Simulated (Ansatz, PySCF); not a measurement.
System: SiF2, charge 0, multiplicity 1. 
Coordinates optimised at B3LYP-D3(BJ)/def2-TZVP (Ansatz, an electronic-structure program):
```
Si
F 1 1.6090
F 1 1.6090 2 100.76
```

Quantity: vertical electron affinity (to the doublet state of charge -1; a negative value means that the extra electron is unbound and the number depends on the basis; each state is the SCF solution reached for its spin; for the singlet the Hartree-Fock reference is unstable and T1 is 0.015), in eV. Cores are frozen in the correlated levels unless marked. UHF or UKS for open shells. No spin-orbit coupling. No relativistic terms. Anions need diffuse functions: aug- sets have them; def2-D sets add few. Basis-set limits of correlation are two-point, X^-3; Hartree-Fock from the larger set. The bracket is a focal-point correction in the basis named.

```json
[
 {"level": "HF/aug-cc-pV(D+d)Z", "program": "Ansatz", "vertical electron affinity (eV)": "-0.10", "minus last row": "-0.27"},
 {"level": "HF/aug-cc-pV(T+d)Z", "program": "Ansatz", "vertical electron affinity (eV)": "-0.10", "minus last row": "-0.27"},
 {"level": "HF/aug-cc-pV(Q+d)Z", "program": "Ansatz", "vertical electron affinity (eV)": "-0.09", "minus last row": "-0.26"},
 {"level": "SVWN5/def2-TZVPD", "program": "Ansatz", "vertical electron affinity (eV)": "0.15", "minus last row": "-0.02"},
 {"level": "PBE/def2-TZVPD", "program": "Ansatz", "vertical electron affinity (eV)": "0.09", "minus last row": "-0.08"},
 {"level": "PBE0/def2-TZVPD", "program": "Ansatz", "vertical electron affinity (eV)": "0.17", "minus last row": "0.00"},
 {"level": "BHLYP/def2-TZVPD", "program": "Ansatz", "vertical electron affinity (eV)": "0.08", "minus last row": "-0.09"},
 {"level": "M06-2X/def2-TZVPD", "program": "PySCF", "vertical electron affinity (eV)": "0.03", "minus last row": "-0.14"},
 {"level": "CAM-B3LYP/def2-TZVPD", "program": "Ansatz", "vertical electron affinity (eV)": "0.16", "minus last row": "-0.01"},
 {"level": "wB97M-V/def2-TZVPD", "program": "Ansatz", "vertical electron affinity (eV)": "-0.12", "minus last row": "-0.29"},
 {"level": "wB97X-V/def2-TZVPD", "program": "Ansatz", "vertical electron affinity (eV)": "0.05", "minus last row": "-0.12"},
 {"level": "wB97X/def2-TZVPD", "program": "Ansatz", "vertical electron affinity (eV)": "0.08", "minus last row": "-0.09"},
 {"level": "RI-MP2/aug-cc-pV(T+d)Z", "program": "Ansatz", "vertical electron affinity (eV)": "0.03", "minus last row": "-0.14"},
 {"level": "RI-MP2/CBS(aug-cc-pV(T+d)Z,aug-cc-pV(Q+d)Z)", "program": "Ansatz", "vertical electron affinity (eV)": "0.09", "minus last row": "-0.08"},
 {"level": "SCS-MP2/aug-cc-pV(D+d)Z", "program": "Ansatz", "vertical electron affinity (eV)": "-0.09", "minus last row": "-0.26"},
 {"level": "SCS-MP2/aug-cc-pV(T+d)Z", "program": "Ansatz", "vertical electron affinity (eV)": "-0.02", "minus last row": "-0.19"},
 {"level": "CCSD/aug-cc-pV(D+d)Z", "program": "Ansatz", "vertical electron affinity (eV)": "0.02", "minus last row": "-0.15"},
 {"level": "CCSD/aug-cc-pV(T+d)Z", "program": "Ansatz", "vertical electron affinity (eV)": "0.10", "minus last row": "-0.07"},
 {"level": "CCSD(T)/aug-cc-pV(D+d)Z", "program": "Ansatz", "vertical electron affinity (eV)": "0.02", "minus last row": "-0.15"},
 {"level": "CCSD(T)/aug-cc-pV(T+d)Z", "program": "Ansatz", "vertical electron affinity (eV)": "0.11", "minus last row": "-0.06"},
 {"level": "RI-MP2/CBS(aug-cc-pV(T+d)Z,aug-cc-pV(Q+d)Z)+[CCSD(T)-MP2]/aug-cc-pV(T+d)Z", "program": "Ansatz", "vertical electron affinity (eV)": "0.17", "minus last row": "0.00"}
]
```
